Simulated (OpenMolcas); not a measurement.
## Pr3+: effect of the metal basis

Pr3+ with 8 ligands (fluoride) in cubic eightfold coordination (Oh) at 2.44 Å. A charge of +0.625 e stands 2.6 Å behind each ligand.

```json
{"Program": "OpenMolcas 26.06", "Method": "CASSCF", "Spin-orbit coupling": "RASSI with atomic mean-field integrals over the reference wave functions"}
```

Fixed: ligand basis ANO-RCC-VDZP, active space 2 electrons in 7 orbitals (4f), DKH2 Hamiltonian.

States (labels of O, the rotations of Oh). Energies in cm-1 above the lowest state or level, χT in cm3 K/mol; under a threefold ground state the first gap can be a small split of the lowest multiplet, not the spin-orbit step.

| Run | Metal basis | Ground state | First state of that spin | First gap with spin-orbit (degeneracies) | Width of lowest J | χT at 300 K | Cost |
| --- | --- | --- | --- | --- | --- | --- | --- |
| A | ANO-RCC-VDZP | 3T1 | 3E 2.3 | 306.4 (3, 1) | 428 | 1.477 | roughly 40 core-seconds |
| B | ANO-RCC-VTZP | 3T1 | 3E 1.9 | 333.1 (3, 1) | 439 | 1.468 | roughly 40 core-seconds |

Against A, the width of the lowest J multiplet changes by +2.6 % in B.

Costs are those of the RASSCF and RASSI steps.

Without dynamic correlation the ligand-field splitting of an f shell can come out too small, at times by half. No measured value stands beside these numbers; the geometry is a model, was not optimised and need not be the one that this ion takes.
